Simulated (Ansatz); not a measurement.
Gas-phase reaction in SMILES: ClBCl [dichloroborane] -> Cl[B]Cl + H atom (the B-H bond at the site shown breaks; other sites are not compared here)
Structures are relaxed separately at B3LYP-D3(BJ)/def2-TZVP in Ansatz (an electronic-structure program).

Wanted: bond dissociation energy (electronic energy difference), in eV. Correlated levels leave the core frozen unless marked. Open shells are spin-unrestricted. Spin-orbit coupling is left out. No relativistic terms. Basis-set limits of correlation are two-point, X^-3; Hartree-Fock from the larger set.

| level | program | bond dissociation energy (eV) | minus last row |
|---|---|---|---|
| HF/cc-pV(Q+d)Z | Ansatz | 3.82 | -0.95 |
| BLYP-D4/def2-TZVPD | Ansatz + dftd4 | 4.60 | -0.17 |
| B97M-V/def2-TZVPD | Ansatz | 4.67 | -0.10 |
| B3LYP-D3(BJ)/def2-TZVPD | Ansatz + dftd3 | 4.70 | -0.07 |
| PBE0/STO-3G | Ansatz | 5.93 | 1.16 |
| B2PLYP-D3(BJ)/def2-TZVPD | Ansatz + dftd3 | 4.67 | -0.10 |
| SCS-MP2/6-31G | Ansatz | 4.40 | -0.37 |
| CCSD/cc-pV(D+d)Z | Ansatz | 4.57 | -0.20 |
| CCSD(T)/cc-pwCVTZ | Ansatz | 4.72 | -0.05 |
| CCSD(T)/CBS(cc-pV(T+d)Z,cc-pV(Q+d)Z) | Ansatz | 4.77 | 0.00 |
